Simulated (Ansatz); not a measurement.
Li12F12 (relaxed from a model of 2x2x6 LiF rock-salt block, whose bonding it doesn't keep). Charge 0, multiplicity 3. Geometry PBE-D4/def2-SVP, that of the neutral singlet.

| atom | x (Å) | y (Å) | z (Å) |
| --- | --- | --- | --- |
| Li1 | -2.712 | 0.922 | -3.094 |
| F2 | -1.060 | 1.474 | -2.680 |
| Li3 | -0.019 | 0.521 | -1.558 |
| F4 | 1.562 | 0.413 | -0.606 |
| Li5 | 3.141 | -0.373 | -0.279 |
| F6 | 4.190 | -0.110 | 1.140 |
| F7 | -3.357 | -0.690 | -2.668 |
| Li8 | -2.359 | -1.544 | -1.461 |
| F9 | -0.645 | -1.204 | -1.053 |
| Li10 | 0.824 | -1.420 | 0.048 |
| F11 | 2.510 | -2.030 | 0.238 |
| Li12 | 3.439 | -1.715 | 1.735 |
| F13 | -3.556 | 1.830 | -1.695 |
| Li14 | -1.888 | 2.244 | -1.219 |
| F15 | -0.914 | 1.461 | 0.069 |
| Li16 | 0.703 | 1.169 | 0.915 |
| F17 | 1.692 | 1.338 | 2.414 |
| Li18 | 3.318 | 0.601 | 2.531 |
| Li19 | -4.046 | 0.191 | -1.171 |
| F20 | -3.141 | -0.781 | 0.028 |
| Li21 | -1.508 | -0.269 | 0.594 |
| F22 | -0.003 | -0.670 | 1.590 |
| Li23 | 1.105 | -0.327 | 2.959 |
| F24 | 2.723 | -1.030 | 3.223 |

At PBE-D4/def2-SVP the gap within one spin of the charge 0 triplet nearly closes, so an electron or hole may be smeared out by delocalisation error. At PBE0-D4/def2-SVP a singlet of charge 0 lies 8.49 eV below the triplet at the same geometry.

Task: Estimate the α-spin orbital energies around the gap (eV) in Ansatz with PBE-D4/def2-SVP, PBE0-D4/def2-SVP.

Result: 
```csv
orbital,PBE-D4/def2-SVP,PBE0-D4/def2-SVP
HOMO−5,-8.96,-10.73
HOMO−4,-8.92,-10.61
HOMO−3,-8.89,-10.58
HOMO−2,-8.87,-10.46
HOMO−1,-8.86,-10.44
HOMO,-1.48,-1.80
LUMO,-1.22,-0.70
LUMO+1,-1.01,-0.68
LUMO+2,-1.01,-0.62
LUMO+3,-0.72,-0.29
LUMO+4,-0.62,-0.21
LUMO+5,-0.62,-0.02
β HOMO,-8.64,-10.09
β LUMO,-8.64,-9.58
```
